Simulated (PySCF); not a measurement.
Species: C7H8P2.
Atom-mapped SMILES: `[CH2:1]=[CH:2][c:3]1[cH:4][cH:5][p:6][c:7]([CH3:8])[p:9]1` (hydrogens: H10, H11 on C1; H12 on C2; H13 on C4; H14 on C5; H15, H16, H17 on C8)

Structure used (PBE0-D3(BJ)/def2-SVP), in Å, numbered top down from 1:
```
atom  x, y, z in Å
C1    -3.117    1.336    0.574
C2    -1.799    1.486    0.380
C3    -0.779    0.432    0.285
C4    -1.119   -0.921    0.422
C5    -0.258   -2.003    0.333
P6     1.455   -2.024    0.044
C7     1.878   -0.342   -0.097
C8     3.345   -0.041   -0.313
P9     0.836    1.046   -0.015
H10   -3.594    0.359    0.685
H11   -3.773    2.209    0.626
H12   -1.412    2.507    0.275
H13   -2.173   -1.152    0.612
H14   -0.706   -2.997    0.454
H15    3.493    0.937   -0.797
H16    3.882   -0.014    0.650
H17    3.830   -0.809   -0.934
```

Computed with PySCF at CAM-B3LYP/def2-SVPD, non-relativistic, on one gas-phase PBE0-D3(BJ)/def2-SVP geometry that isn't relaxed in the solvent. The solvent is an IEF-PCM continuum (van der Waals radii × 1.2), and excitations are vertical TDDFT with non-equilibrium linear response and a frozen core. Only the electrostatic response of the medium enters.

Gas-phase singlets (H = HOMO, L = LUMO):

```tsv
state	E (eV)	λ (nm)	f	leading configuration
S1	3.881	319	0.007	H→L+1 56%
S2	4.026	308	0.048	H-2→L 84%
S3	4.072	304	0.275	H→L 80%
S4	4.413	281	0.002	H-2→L+1 96%
S5	4.883	254	0.200	H-1→L 54%
```

Problem. What are the lowest 5 singlets in acetonitrile (ε = 35.69)?

Solution. 
```json
{"state": "S1", "E (eV)": "3.872", "λ (nm)": "320", "f": "0.006", "leading configuration": "H→L+1 56%", "change by rank (eV)": "-0.009"}
{"state": "S2", "E (eV)": "3.947", "λ (nm)": "314", "f": "0.412", "leading configuration": "H→L 93%", "change by rank (eV)": "-0.079"}
{"state": "S3", "E (eV)": "4.077", "λ (nm)": "304", "f": "0.024", "leading configuration": "H-2→L 96%", "change by rank (eV)": "+0.005"}
{"state": "S4", "E (eV)": "4.461", "λ (nm)": "278", "f": "0.002", "leading configuration": "H-2→L+1 97%", "change by rank (eV)": "+0.048"}
{"state": "S5", "E (eV)": "4.770", "λ (nm)": "260", "f": "0.284", "leading configuration": "H-1→L 55%", "change by rank (eV)": "-0.113"}
```

Problem. How do the frontier levels move from gas to acetonitrile?

Solution. 
```
orbital  gas (eV)  solvent (eV)  change (eV)
 LUMO+2      1.38          1.50        +0.12
 LUMO+1     -0.71         -0.68        +0.03
   LUMO     -1.33         -1.31        +0.02
   HOMO     -7.70         -7.67        +0.03
 HOMO-1     -8.54         -8.49        +0.05
 HOMO-2     -8.57         -8.60        -0.03
 HOMO-3     -9.67         -9.65        +0.02
```

The HOMO–LUMO gap goes from 6.37 to 6.36 eV. Rows go by rank; for LUMO+2 the atom shares or the degeneracy differ between the runs, so the row needn't follow one orbital.
